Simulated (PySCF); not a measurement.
Job file and geometry (Å, from GFN2-xTB) of an NMR shielding run on `BCC#CCF`, C4H6BF, PySCF, GIAO PBE0/pcSseg-1 NMR shielding, non-relativistic, gas phase; density fitting, a coarse starting grid and PySCF grid level 2 are the driver's defaults:

```
$ OMP_NUM_THREADS=1 python probes_run.py task.json out

{"job": {"kind": "nmr", "xc": "PBE0", "basis": "pcSseg-1"}, "charge": 0, "multiplicity": 1}
B     -2.271114     0.736886     0.801575
C     -1.494439    -0.482194     0.182302
C     -0.067739    -0.315818     0.020284
C      1.113065    -0.133168    -0.086389
C      2.544303     0.019413    -0.247556
F      3.112913    -1.104443    -0.815727
H     -1.716976     1.715460     1.115764
H     -3.427071     0.639065     0.947368
H     -1.930473    -0.729025    -0.793004
H     -1.670821    -1.367643     0.804560
H      2.775796     0.859170    -0.914948
H      3.033754     0.161611     0.724464
```

Task: Write the output of this run.

Result: 
```
coarse grid: 10240 points
cycle   1  E = -280.1729696754  dE =  6.386e-01  |g| = 5.289e-01  |ddm| = 3.402e+00
cycle   2  E = -280.1562704834  dE =  1.670e-02  |g| = 6.622e-01  |ddm| = 1.407e+00
cycle   3  E = -280.2264724587  dE = -7.020e-02  |g| = 8.982e-02  |ddm| = 7.847e-01
cycle   4  E = -280.2275234063  dE = -1.051e-03  |g| = 5.205e-02  |ddm| = 1.261e-01
cycle   5  E = -280.2280929078  dE = -5.695e-04  |g| = 1.867e-02  |ddm| = 5.321e-02
cycle   6  E = -280.2281748405  dE = -8.193e-05  |g| = 3.062e-03  |ddm| = 1.827e-02
cycle   7  E = -280.2281771204  dE = -2.280e-06  |g| = 5.783e-04  |ddm| = 4.368e-03
final grid: 99880 points
cycle   8  E = -280.2697115699  dE = -3.214e-05  |g| = 6.238e-03  |ddm| = 4.603e-02
cycle   9  E = -280.2697095494  dE =  2.020e-06  |g| = 7.444e-03  |ddm| = 1.478e-02
cycle  10  E = -280.2697208412  dE = -1.129e-05  |g| = 1.120e-03  |ddm| = 7.293e-03
cycle  11  E = -280.2697210553  dE = -2.141e-07  |g| = 3.499e-04  |ddm| = 1.256e-03
cycle  12  E = -280.2697210786  dE = -2.326e-08  |g| = 1.738e-04  |ddm| = 3.957e-04
cycle  13  E = -280.2697210852  dE = -6.658e-09  |g| = 2.510e-05  |ddm| = 1.364e-04
cycle  14  E = -280.2697210854  dE = -1.390e-10  |g| = 6.129e-06  |ddm| = 2.707e-05
converged SCF energy = -280.2697210854

GIAO shielding tensors (ppm)
atom      isotropic    diamagn.    paramagn.     s11        s22        s33       span
  0 B        8.809     190.447    -181.638    -62.028    -37.281    125.736    187.764
  1 C      163.693     255.819     -92.126    139.013    171.814    180.253     41.241
  2 C       86.675     261.385    -174.710     -7.532     23.611    243.945    251.477
  3 C      106.705     265.279    -158.575     21.094     25.279    273.740    252.646
  4 C      112.786     243.630    -130.844     81.378     88.264    168.715     87.337
  5 F      415.202     471.037     -55.834    373.191    411.476    460.940     87.749
  6 H       23.728      29.070      -5.342     15.539     27.478     28.169     12.630
  7 H       23.848      28.608      -4.760     16.733     26.856     27.953     11.220
  8 H       28.907      29.460      -0.552     22.959     28.738     35.025     12.066
  9 H       28.926      29.058      -0.132     22.929     28.790     35.059     12.130
 10 H       26.341      27.964      -1.624     21.656     26.930     30.436      8.779
 11 H       26.340      27.557      -1.217     21.666     26.929     30.425      8.759
```

Size and cost of the density-fitted run: 132 basis functions, 19 s wall time on 1 thread of an Arm Neoverse V1, shared host; peak memory 0.6 GiB.
